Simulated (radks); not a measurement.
Results of a calculation; reference values are marked as such.
Charge is removed step by step from the 6s down level of Pm, starting from [Xe] 4f5 6s(up 1, down 1). Level of theory: scalar-relativistic Kohn-Sham, PBE, spin-polarised, spherical densities, finite nucleus; open shells are filled with parallel spins first (spin-orbit coupling, left out, can overturn this in heavy ions); Fermi nuclear charge, rms radius 4.962 fm (a radial shooting solver on a logarithmic mesh with Libxc functionals).

| removed (e) | E - E(0) (eV) | eigenvalue (eV) |
|---|---|---|
| 0 | 0.000 | -3.408 |
| 0.1 | 0.361 | -3.817 |
| 0.2 | 0.763 | -4.232 |
| 0.3 | 1.207 | -4.650 |
| 0.4 | 1.693 | -5.073 |
| 0.5 | 2.222 | -5.500 |
| 0.6 | 2.793 | -5.934 |
| 0.7 | 3.409 | -6.375 |
| 0.8 | 4.068 | -6.823 |
| 0.9 | 4.772 | -7.258 |

The mean slope of the eigenvalue, de/dn, is 4.28 eV per electron.
